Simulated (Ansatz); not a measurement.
**Nudged elastic band run: CH4BClO**

The input (input.yaml):

```yaml
crystal:
  periodic: [false, false, false]
  atoms:
    - { symbol: C, position_ang: [-0.230662, 1.003262, 0.133075] }
    - { symbol: B, position_ang: [0.123779, -0.4935, -0.178444] }
    - { symbol: O, position_ang: [0.344707, -1.384506, 0.792397] }
    - { symbol: Cl, position_ang: [0.247366, -1.050942, -1.887154] }
    - { symbol: H, position_ang: [-1.178421, 1.278088, -0.336168] }
    - { symbol: H, position_ang: [0.530071, 1.665341, -0.288835] }
    - { symbol: H, position_ang: [-0.299556, 1.185186, 1.205579] }
    - { symbol: H, position_ang: [0.554816, -2.259929, 0.50385] }
basis:
  gaussian: { orbitals: def2-SVP }
hamiltonian:
  xc: hf
neb:
  order_check: false
  images: 7
  f_tol: 0.05
  max_iterations: 60
  initial_path: idpp
  final_atoms:
    - { symbol: C, position_ang: [-0.20601023, 1.01026877, 0.12404459] }
    - { symbol: B, position_ang: [0.05079449, -0.51415685, -0.14859118] }
    - { symbol: O, position_ang: [0.94379931, -1.21772336, 0.55336542] }
    - { symbol: Cl, position_ang: [-0.87506797, -1.3638371, -1.43929393] }
    - { symbol: H, position_ang: [-0.02575493, 1.59463803, -0.7817434] }
    - { symbol: H, position_ang: [0.43183717, 1.38890094, 0.92278067] }
    - { symbol: H, position_ang: [-1.25143585, 1.17412132, 0.39813961] }
    - { symbol: H, position_ang: [1.02393801, -2.12921176, 0.31559822] }
```

Run as:

```bash
$ ansatz run input.yaml --threads 1 --pin off --max-ram 2048MiB --backend cpu --events-out ev --progress --plain --runs-dir out
```

Output, in part (warnings, iteration lines, the closing report on the highest movable image, with atoms numbered from 0):

```
NEB end point (image 0): max|allowed force component| = 1.099e-2 eV/Å (the criterion of neb.relax_end_points is 1.000e-2)
NEB end point (image 8): max|allowed force component| = 2.476e-3 eV/Å (the criterion of neb.relax_end_points is 1.000e-2)
NEB iter   1: max|band force component| = 5.962e-1 eV/Å  barrier→ = 0.0535 eV  barrier← = 0.0536 eV  Δτ_max = 0.0450 Å  (304 SCF iters)
NEB iter   2: max|band force component| = 3.452e-1 eV/Å  barrier→ = 0.0240 eV  barrier← = 0.0240 eV  CI = image 4  Δτ_max = 0.0389 Å  (232 SCF iters)
NEB iter   3: max|band force component| = 4.900e-1 eV/Å  barrier→ = 0.0197 eV  barrier← = 0.0197 eV  CI = image 5  Δτ_max = 0.0196 Å  (231 SCF iters)
NEB iter   4: max|band force component| = 1.797e-1 eV/Å  barrier→ = 0.0178 eV  barrier← = 0.0178 eV  CI = image 4  Δτ_max = 0.0159 Å  (236 SCF iters)
NEB iter   5: max|band force component| = 5.491e-2 eV/Å  barrier→ = 0.0177 eV  barrier← = 0.0178 eV  CI = image 4  Δτ_max = 0.0032 Å  (237 SCF iters)
NEB iter   6: max|band force component| = 2.718e-2 eV/Å  barrier→ = 0.0177 eV  barrier← = 0.0177 eV  CI = image 4  Δτ_max = 0.0000 Å  (506 SCF iters)
Total energy: -16302.68018800 eV, -599.1124465557 hartree
Atom 0 at    -0.309909     0.981411     0.139778 Å, force     0.000214     0.001623     0.004108 eV/Å
Atom 1 at     0.067041    -0.509160    -0.184497 Å, force    -0.007747     0.001123    -0.009220 eV/Å
Atom 2 at     1.052262    -1.118632     0.483653 Å, force     0.007469    -0.003653     0.008261 eV/Å
Atom 3 at    -0.800035    -1.444667    -1.453122 Å, force     0.000389     0.000761     0.001072 eV/Å
Atom 4 at    -1.130657     1.367021    -0.461870 Å, force    -0.000635     0.000000    -0.000862 eV/Å
Atom 5 at     0.567389     1.616532    -0.011649 Å, force    -0.000083    -0.000409    -0.000614 eV/Å
Atom 6 at    -0.576888     1.064870     1.196947 Å, force     0.000466     0.000385    -0.001183 eV/Å
Atom 7 at     1.222896    -2.014375     0.235060 Å, force    -0.000071     0.000170    -0.001563 eV/Å
Dipole moment:     0.127268    -0.055183     0.097198 e Å
```

The run converged. A vibrational analysis at the climbing image gives one clearly imaginary mode, 90i cm⁻¹: a first-order saddle point.

Final band (atoms are numbered from 1 in the order of the input):

| image | path coordinate (Å) | energy (eV) | dihedral H7–C1–B2–Cl4 (°) |
| --- | --- | --- | --- |
| 0 | 0.00 | 0.000 | 178 |
| 1 | 0.34 | 0.003 | 166 |
| 2 | 0.69 | 0.008 | 152 |
| 3 | 1.03 | 0.015 | 138 |
| 4 | 1.38 | 0.018 | 122 |
| 5 | 1.74 | 0.015 | 106 |
| 6 | 2.10 | 0.008 | 90 |
| 7 | 2.45 | 0.002 | 74 |
| 8 | 2.81 | 0.000 | 59 |

The run took 73 s on 1 thread of Intel(R) Xeon(R) Platinum 8259CL CPU @ 2.50GHz (Skylake/Cascade Lake), with other jobs on the host, peak memory 0.17 GiB.
